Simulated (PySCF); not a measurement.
Isomers of C6H15OP. Computed with PBE0-D3(BJ)/def2-SVP geometry optimisation, gas phase (PySCF 2.14.0). One conformer each; no zero-point energy, no entropy. No frequencies were run at this level. Point groups hold within 0.08 Å.

Question: Rank from lowest to highest electronic energy at this level (kcal/mol).
A. `[CH3:1][CH2:2][CH2:3][PH:4][CH2:5][CH2:6][O:7][CH3:8]` with C1–C2–C3–P4 64°, C2–C3–P4–C5 168°, C3–P4–C5–C6 60°, P4–C5–C6–O7 39°, C5–C6–O7–C8 68°
B. `[CH3:1][CH2:2][C@@H:3]([CH3:4])[P@H:5](=[O:6])[CH2:7][CH3:8]` with C1–C2–C3–C4 -179°, C2–C3–P5–O6 -47°, C3–P5–C7–C8 -177°

Answer: B (0.0), A (28.7).

As drawn, the lower has a P=O bond, which the higher lacks.

| SMILES | E (Eh) | E rel (kcal/mol) | dipole (D) | point group | A, B, C (MHz) |
| --- | --- | --- | --- | --- | --- |
| CC[C@@H](C)[P@H](=O)CC | -653.45310 | 0.0 | 3.73 | C1 | 2657, 1062, 898.4 |
| CCCPCCOC | -653.40742 | 28.7 | 1.49 | C1 | 2702, 857.5, 786.0 |

How do the relative energies change in single points at PBE0/pcSseg-1 (no added dispersion term) on the same geometries?

```
                SMILES  PBE0-D3(BJ)/def2-SVP (kcal/mol)  PBE0/pcSseg-1 (kcal/mol)  shift
CC[C@@H](C)[P@H](=O)CC                              0.0                       0.0    0.0
              CCCPCCOC                             28.7                      31.2   +2.5
```

Each column counts from its own lowest isomer. The order is unchanged; the largest shift is 2.5 kcal/mol.
